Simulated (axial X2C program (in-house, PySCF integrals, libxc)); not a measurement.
## Which molecule gave these maps?

PBE0 fields computed with an in-house relativistic program for diatomic molecules, two-component, near the equilibrium distance, one atom at z = 0.

The maps cover the half plane through the axis: z from -2.4 to 4.2 Å along the bond, ρ from 0.15 to 2.25 Å away from it (steps of 0.3 Å, the bottom row nearest the axis).

log10 of the density in e/bohr³:

digits 0 to 9 span -5.14 to 1.83 evenly
```
11122233333322222111000
12223333333333332221100
12233444444443333322110
22334444544444444332211
23344555555555554433221
23345556665555655443221
23445567776666666543321
33445678987666876544321
```

Electron localisation function (collinear form, no current term, damped to 0 at low density):

digits 0 to 9 span 0.00 to 1.00 evenly
```
00001122222210000000000
00023444444322100000000
00246666555433211100000
02467776555544333320000
14678753334565666542000
25788632322477788764100
36887436762377689875200
36887354745283839986310
```

Question: Which molecule is it?
A. SnF⁺
B. SbN
C. SbN⁺
D. SnO

Answer: B. SbN, with Sb at z = 0 and N at z = 1.810 Å, state Ω = 0 (closed shell), basis Sb dyall-cv3z [11s12p8d4f1g], N dyall-av3z [7s7p3d2f] (cores contracted in-house). Occupations by symmetry block were frozen at the best pattern of an incomplete PBE0 search.
